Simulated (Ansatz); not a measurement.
Species: C4H9O, net charge 0, doublet state. It need not be the lowest isomer of its formula. 
Coordinates optimised at B3LYP-D3(BJ)/def2-TZVP (Ansatz, an electronic-structure program):
```xyz
14

C     -0.0698     1.5227     0.2665
C     -0.4826     0.0964     0.1145
C     -1.8084    -0.2350    -0.4728
O      0.4627    -0.8393    -0.2305
C      1.7579    -0.7107     0.3301
H      0.7345     1.6602     0.9911
H     -0.9206     2.1163     0.6005
H      0.2756     1.9537    -0.6887
H     -1.8385    -0.0339    -1.5560
H     -2.0384    -1.2924    -0.3341
H     -2.5966     0.3587    -0.0083
H      2.2789     0.1744    -0.0450
H      2.3108    -1.5995     0.0328
H      1.7100    -0.6635     1.4226
```
Charge 0, spin multiplicity 2.

Computed values are from Ansatz. Correlated levels leave the core frozen unless marked. Open shells are spin-unrestricted. No spin-orbit coupling. Non-relativistic. CBS marks a two-point X^-3 extrapolation of the correlation energy; Hartree-Fock from the larger set.

**Question.** What is the T1 diagnostic at CCSD/cc-pVQZ?

**Answer.** 0.014.

**Question.** What is the atomisation energy De at CCSD(T)/CBS(cc-pVTZ,cc-pVQZ)?

**Answer.** 1288.6 kcal/mol.

**Question.** What is the dipole moment at CCSD(T)/aug-cc-pVDZ?

**Answer.** 1.18 D.

**Question.** What is the total energy at CCSD(T)/CBS(cc-pVTZ,cc-pVQZ)?

**Answer.** -232.7149 Eh.
